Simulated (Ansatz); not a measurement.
Frontier orbitals of `N[SiH](O)C=S`.

Cartesian coordinates in Å:
```
N 1.441 -0.425 0.389
Si 0.009 -0.086 -0.472
O 0.086 1.373 -1.224
C -1.546 0.085 0.575
S -1.776 -0.787 1.911
H 1.682 0.109 1.209
H 1.725 -1.386 0.493
H -0.174 -1.222 -1.413
H 0.883 1.557 -1.724
H -2.329 0.781 0.257
```

Charge 0, multiplicity 1. The structure was optimised at the PBE0-D4/def2-TZVP level. It is one conformer, not always the lowest. Basis def2-TZVPP, Ansatz 0.2.0.

```json
{"functional": "PBE", "HOMO (eV)": "-5.08", "LUMO (eV)": "-3.56", "gap (eV)": "1.52"}
{"functional": "PBE0", "HOMO (eV)": "-6.30", "LUMO (eV)": "-2.64", "gap (eV)": "3.66"}
{"functional": "ωB97M-V", "HOMO (eV)": "-8.49", "LUMO (eV)": "-0.45", "gap (eV)": "8.04"}
```

From PBE to PBE0 the HOMO moves by −1.22 eV and the LUMO by +0.93 eV, and with ωB97M-V by −3.41 and +3.11 eV, so the gap grows from 1.52 to 8.04 eV with exact exchange.
